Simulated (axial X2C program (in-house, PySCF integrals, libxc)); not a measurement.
## Outer orbitals of WH⁻ at 1.739 Å, PBE0

Computed with an in-house all-electron X2C program for linear molecules (integrals from PySCF). Spin-free means the one-electron spin-free X2C Hamiltonian; two-component (2c) means X2C with spin–orbit coupling and atomic mean-field two-electron Coulomb and Gaunt terms, so the difference of the two also holds small scalar two-electron terms. Basis: W dyall-acv3z [14s15p10d7f4g], H dyall-av3z [7s3p2d] (cores contracted in-house); Gaussian nuclei, density fitting, unrestricted open shells. Masses: W 183.951 u, H 1.008 u.

The distance is close to the 2c PBE0 minimum; the highest filled and lowest empty levels are listed.

Spin-free orbitals, state M_S = 2, Λ = 0 (beyond evenly filled blocks: π+α, π-α, δ+α, δ-α) (Löwdin shares):

| symmetry | occupied | ε (eV) | atomic character |
| --- | --- | --- | --- |
| π-α | yes | -30.70 | 100% W f |
| π+α | yes | -30.70 | 100% W f |
| σα | yes | -30.70 | 100% W f |
| δ+α | yes | -30.70 | 100% W f |
| δ-α | yes | -30.70 | 100% W f |
| φ-α | yes | -30.67 | 100% W f |
| φ+α | yes | -30.67 | 100% W f |
| σβ | yes | -30.40 | 100% W f |
| π-β | yes | -30.36 | 100% W f |
| π+β | yes | -30.36 | 100% W f |
| φ+β | yes | -30.30 | 100% W f |
| φ-β | yes | -30.30 | 100% W f |
| δ-β | yes | -30.28 | 100% W f |
| δ+β | yes | -30.28 | 100% W f |
| σα | yes | -3.99 | 52% H s, 22% W s, 18% W d |
| σβ | yes | -3.55 | 58% H s, 18% W d, 17% W s |
| σα | yes | -1.08 | 42% W s, 39% W d, 8% H s |
| π-α | yes | -0.63 | 92% W d, 5% H p, 3% H d |
| π+α | yes | -0.63 | 92% W d, 5% H p, 3% H d |
| δ-α | yes | -0.51 | 99% W d |
| δ+α | yes | -0.51 | 99% W d |
| σβ | yes | 0.70 | 52% W s, 30% W p, 8% H s |
| σβ | no | 1.79 | 92% W p, 6% W s |
| π+β | no | 1.81 | 100% W p |
| π-β | no | 1.81 | 100% W p |
| σα | no | 1.99 | 93% W p, 6% W s |

The highest filled level is positive, so this functional does not bind it, and the empty levels of an anion are set by the basis.

Spinors with spin–orbit coupling (state Ω = 2):

```
   ω  occupied  ε (eV)           atomic character     λ mixture
-5/2       yes  -31.88                   100% W f  89% φ, 11% δ
-3/2       yes  -31.88                   100% W f  77% δ, 23% π
-1/2       yes  -31.85                   100% W f  64% π, 36% σ
 1/2       yes  -31.79                   100% W f  51% σ, 49% π
 3/2       yes  -31.69                   100% W f  63% δ, 37% π
 5/2       yes  -31.64                   100% W f  80% φ, 20% δ
 7/2       yes  -29.80                   100% W f        100% φ
 5/2       yes  -29.76                   100% W f  80% δ, 20% φ
 3/2       yes  -29.69                   100% W f  63% π, 37% δ
 1/2       yes  -29.67                   100% W f  51% π, 49% σ
-1/2       yes  -29.65                   100% W f  64% σ, 36% π
-3/2       yes  -29.58                   100% W f  77% π, 23% δ
-5/2       yes  -29.46                   100% W f  89% δ, 11% φ
-7/2       yes  -29.43                   100% W f        100% φ
 1/2       yes   -3.99  52% H s, 22% W s, 18% W d        100% σ
-1/2       yes   -3.58  57% H s, 18% W d, 16% W s        100% σ
 1/2       yes   -1.07   42% W s, 39% W d, 8% H s        100% σ
-3/2       yes   -0.78                    99% W d   99% δ, 1% π
-1/2       yes   -0.77    91% W d, 4% H p, 3% H d   98% π, 2% σ
 3/2       yes   -0.49    92% W d, 5% H p, 3% H d   99% π, 1% δ
 5/2       yes   -0.21                    99% W d        100% δ
-1/2       yes    0.70   51% W s, 32% W p, 8% H s   99% σ, 1% π
-1/2        no    1.80            93% W p, 6% W s        100% σ
 1/2        no    1.82                   100% W p        100% π
-3/2        no    1.82                   100% W p        100% π
 1/2        no    1.99            93% W p, 6% W s        100% σ
```

The highest filled level is positive, so this functional does not bind it, and the empty levels of an anion are set by the basis.

Mulliken charges and populations of the two-component result (they depend on the basis, above all on diffuse functions):

W -0.98 e (s 11.90 p 24.33 d 24.74 f 14.01), H -0.02 e (s 0.94 p 0.08 d 0.01). ⟨Lz⟩ = 0.02 ħ and ⟨Sz⟩ = 1.98 ħ (1.98 and 0.00 on the two atoms), which add up to Ω.

The state is one determinant whose occupation by symmetry is held fixed; it was picked as the lowest of a PBE0 search that is not exhaustive. Density functionals use the spin component along the axis (collinear). The highest occupied level is positive at some bond lengths even in Hartree–Fock (under at least one Hamiltonian), so the basis set holds the extra electron there; where that holds at Re the anion is at best weakly bound and its constants depend on the basis. PBE0 can misorder states that lie within some tenths of an eV, so this need not be the ground state of the molecule. The nearest other spin-free determinant of the search, M_S = 3, Λ = 0, lies 0.20 eV up at the distance of the search. With several unpaired electrons one determinant need not be a pure state. Open-shell Ω = 0 determinants with evenly filled partner blocks cannot be reached by this program, so the Ω shown need not be the lowest component. The determinant is spin-polarised beyond a pure state at some levels (its spin-free form has ⟨S²⟩ too high), which makes Re and μ there less reliable.
